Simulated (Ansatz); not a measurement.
Reaction (formal exchange of groups at a B–C bond): `CB(F)C=O` + `OC(F)(F)[SiH3]` → `O=CB(F)[SiH3]` + `CC(O)(F)F`

Gas-phase electronic energies from Ansatz, PBE0-D4/def2-TZVP geometries. CCSD(T)/CBS adds triple-zeta CCSD(T) − MP2 to the extrapolated MP2 energy (def2 sets, frozen cores). Functionals use def2-TZVPP. B3LYP here is the variant with VWN-RPA as its local correlation; programs differ in this. Each species was taken in one conformer, which may not be the lowest.

```json
{"level": "r2SCAN-D4", "ΔE (kcal/mol)": "3.7"}
{"level": "ωB97M-V", "ΔE (kcal/mol)": "4.4"}
{"level": "B3LYP", "ΔE (kcal/mol)": "4.3"}
{"level": "MP2/def2-TZVPP", "ΔE (kcal/mol)": "3.7"}
{"level": "CCSD(T)/def2-TZVPP", "ΔE (kcal/mol)": "2.3"}
{"level": "HF/def2-QZVPP", "ΔE (kcal/mol)": "2.1"}
{"level": "MP2/def2-QZVPP", "ΔE (kcal/mol)": "4.1"}
{"level": "SCS-MP2/def2-QZVPP", "ΔE (kcal/mol)": "3.7"}
```

(1) What does CCSD(T)/CBS give? (An estimate is asked.)

Largest T1 diagnostic among the species: 0.015.

Results:

(1) Ansatz gave: +2.9 kcal/mol. The listed levels differ from it by 0.8, 1.5, 1.4, 0.8, -0.6, -0.8, 1.2, 0.8 kcal/mol.

From PBE to PBE0 (25 % exact exchange), in def2-TZVPP and without D4, ΔE moves by −0.8 kcal/mol.
